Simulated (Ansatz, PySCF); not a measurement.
Dimer: H2S (SMILES S) (first 3 atoms) with CHN (SMILES C#N); geometry from B3LYP-D3(BJ)/def2-TZVP.
(charge 0, multiplicity 1):
```
atom    x (Å)    y (Å)    z (Å)
----  -------  -------  -------
S      0.2190   0.0231  -0.8022
H      0.3110  -0.0499   0.5374
H     -0.0105  -1.2940  -0.9229
C      0.5791  -0.1106   4.0462
N      0.4779  -0.1653   2.9068
H      0.6731  -0.0600   5.1079
```

Basis-set superposition error: the interaction energy with monomers in their own basis, and in the dimer's basis (counterpoise).

The values were computed with Ansatz (Gaussian orbitals); PySCF for 6-31G* rows, M06-2X. 

```csv
level,uncorrected (kcal/mol),counterpoise (kcal/mol),difference
BLYP/def2-TZVPPD,-1.24,-1.14,0.10
r2SCAN/def2-TZVPPD,-1.85,-1.79,0.06
B3LYP/6-31G*,-2.30,-1.77,0.54
PBE0/def2-TZVPPD,-1.97,-1.91,0.07
M06-2X/def2-TZVPPD,-1.85,-1.78,0.07
CAM-B3LYP/def2-TZVPPD,-1.93,-1.84,0.08
B2PLYP/def2-TZVPPD,-1.98,-1.83,0.15
MP2/aug-cc-pV(D+d)Z,-2.99,-2.26,0.73
CCSD(T)/aug-cc-pV(D+d)Z,-2.70,-1.93,0.77
CCSD(T)/aug-cc-pV(T+d)Z,-2.49,-2.13,0.37
```

The error is largest for CCSD(T)/aug-cc-pV(D+d)Z (0.77 kcal/mol) and smallest for r2SCAN/def2-TZVPPD (0.06 kcal/mol).

Ansatz is an electronic-structure program.
